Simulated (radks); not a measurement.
Spin polarisation of the 4d5 shell in Tc+. Start: [Kr] 4d(up 2.5, down 2.5) 5s(up 0.5, down 0.5); electrons of 4d are moved from spin down to spin up, other shells keep equal spins. Calculated with a radial shooting solver on a logarithmic mesh with Libxc functionals: scalar-relativistic Kohn-Sham, r2SCAN, spin-polarised, spherical densities, finite nucleus; meta-GGA in the generalised Kohn-Sham scheme; Fermi nuclear charge, rms radius of each element as measured or else 0.836 A^(1/3) + 0.57 fm.

| moment (Bohr magnetons) | E - E(0) (eV) | e(4d up) (eV) | e(4d down) (eV) | 5s down minus up (eV) | 4p down minus up (eV) | 4s down minus up (eV) |
|---|---|---|---|---|---|---|
| 0 | 0.000 | -14.142 | -14.142 | 0.000 | 0.000 | 0.000 |
| 1 | -0.229 | -14.573 | -13.657 | 0.342 | 0.914 | 0.831 |
| 2 | -0.918 | -14.956 | -13.114 | 0.699 | 1.825 | 1.657 |
| 3 | -2.074 | -15.289 | -12.500 | 1.058 | 2.732 | 2.477 |
| 4 | -3.714 | -15.572 | -11.793 | 1.414 | 3.639 | 3.292 |
| 5 | -5.864 | -15.811 | -10.979 | 1.842 | 4.558 | 4.109 |

At moment 5 the spin-polarisation energy is -5.864 eV and the 4d exchange splitting 4.832 eV, that is 0.966 eV per Bohr magneton; E = -I m^2/4 would give I = 0.938 eV.
